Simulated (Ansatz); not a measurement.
`C[NH][SnH3]` + `C[SeH]` → `C[Se][SnH3]` + CH₃NH₂ at 298.15 K and 1 bar (ligand exchange at the Sn–N bond).

Program: Ansatz. Geometries: PBE0-D4/def2-TZVP. ΔE: electronic, gas phase. CCSD(T)/CBS adds triple-zeta CCSD(T) − MP2 to the extrapolated MP2 energy (def2 sets, frozen cores). Elements past krypton have def2 core potentials. For Se, Sn outer-core shells are correlated without core-valence functions, which leaves a few kJ/mol of doubt a bond. Scalar relativity is left out up to krypton.

```json
{"species": "`C[NH][SnH3]`", "CCSD(T)/CBS energy (Eh)": "-310.95876", "H − E (kJ/mol)": "211.9", "S (J/(mol·K))": "324.8"}
{"species": "`C[SeH]`", "CCSD(T)/CBS energy (Eh)": "-2441.15625", "H − E (kJ/mol)": "129.5", "S (J/(mol·K))": "267.5"}
{"species": "`C[Se][SnH3]`", "CCSD(T)/CBS energy (Eh)": "-2656.39593", "H − E (kJ/mol)": "172.4", "S (J/(mol·K))": "356.1"}
{"species": "CH₃NH₂", "CCSD(T)/CBS energy (Eh)": "-95.75281", "H − E (kJ/mol)": "180.0", "S (J/(mol·K))": "240.4"}
```

H − E and S are ideal-gas, rigid-rotor, harmonic terms from PBE0-D4/def2-TZVP, for one conformer and one mirror image of each species. 1 Eh = 2625.50 kJ/mol, R = 8.31446 J/(mol·K).

Question: By hand: ΔE, ΔH, ΔS and ΔG.

Answer: ΔE = (-2656.39593) + (-95.75281) − (-310.95876) − (-2441.15625) = -0.03373 Eh = -88.6 kJ/mol. Δ(H − E) = 172.4 + 180.0 − 211.9 − 129.5 = 11.0, so ΔH = -77.6 kJ/mol. ΔS = 356.1 + 240.4 − 324.8 − 267.5 = 4.2 J/(mol·K). ΔG = -77.6 − 298.15 × (4.2)/1000 = -78.9 kJ/mol.

Question: By hand: the equilibrium constant, and the temperature at which ΔG would vanish if ΔH and ΔS stayed fixed.

Answer: log₁₀ K = −ΔG/(RT ln 10) = 13.8. ΔH and −TΔS have one sign here, so there is no such temperature.

The number of gas molecules stays the same, so ΔS is small and ΔH decides. A doubt of 5 kJ/mol in ΔE shifts log₁₀ K by 0.9 here. Other conformers and mirror images would add mixing entropy, several J/(mol·K) or more a flexible species. Modes under 60 cm⁻¹, often nearly free rotors, make the harmonic entropy too high. These are equilibria of isolated gas molecules and say nothing of rates. Largest T1 diagnostic: 0.012 (customary marks: 0.02 for closed shells, 0.045 for open ones).

ΔS is within the doubt of such terms, so its sign, and with it that verdict, could turn.
